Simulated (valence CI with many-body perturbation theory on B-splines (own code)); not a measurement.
# Kr IV: fill in the table

Method: valence CI with perturbative core correlation (CI+MBPT): five valence electrons over a frozen Dirac-Fock core [Ar] 3d10, a basis of 9 s, 9 p, 8 d, 6 f, 3 g, 1 h functions for each j, with the one-electron correlation potential Σ1, the two-electron term Σ2, the three-electron term Σ3, Breit, model QED; selected CI, second order for the rest, scaled by the run's own slope (own B-spline code, finite nucleus).

Against 41 measured levels this calculation errs by 172 cm⁻¹ on average and by 331 at most. These come from a selection out of Saloman, J. Phys. Chem. Ref. Data 36, 215 (2007). Levels without a partner in it may be off by more. Among the levels kept, up to 1300 cm⁻¹ of a level comes from second order outside the variational space, and about a tenth of that is noise between levels of different J, which matters for small intervals. 2 measured levels below the end of the list, from 202373 cm⁻¹ on, found no clear computed partner, and computed levels of the same name lie up to 1986 cm⁻¹ from them.

| Level | E (cm⁻¹) |
| --- | --- |
| 4s2 4p3 4S°_3/2 | 0.0 |
| 4s2 4p3 2D°_3/2 | 17134 |
| 4s2 4p3 2D°_5/2 | ? |
| 4s2 4p3 2P°_1/2 | 31183 |
| 4s2 4p3 2P°_3/2 | 33513 |
| 4s 4p4 4P_5/2 | 118508 |
| 4s 4p4 4P_3/2 | 122160 |
| 4s 4p4 4P_1/2 | 123842 |
| 4s 4p4 2D_3/2 | ? |
| 4s 4p4 2D_5/2 | 146438 |
| 4s2 4p2 4d 2P_3/2 [a] | ? |
| 4s2 4p2 4d 2P_1/2 [a] | ? |
| 4s2 4p2 4d 4F_3/2 | 172409 |
| 4s2 4p2 4d 4F_5/2 | 173796 |
| 4s 4p4 2S_1/2 | ? |
| 4s2 4p2 4d 4F_7/2 | 175905 |
| 4s2 4p2 4d 4F_9/2 | 178550 |
| 4s2 4p2 4d 2F_5/2 [a] | ? |
| 4s2 4p2 4d 4D_1/2 | 180356 |
| 4s2 4p2 4d 4D_7/2 | 180462 |

Names give the largest LS component (configuration and term), which can be under half, so a name can repeat, a term be missing and a line seem to break the LS rules; names also repeat where a configuration has a term twice. Letters in brackets count levels of one name in rising energy.

Question: The levels stand in rising order. What does the calculation give for the missing energies?

Answer: 4s2 4p3 2D°_5/2 18781; 4s 4p4 2D_3/2 145565; 4s2 4p2 4d 2P_3/2 [a] 163210; 4s2 4p2 4d 2P_1/2 [a] 165952; 4s 4p4 2S_1/2 173853; 4s2 4p2 4d 2F_5/2 [a] 178951.
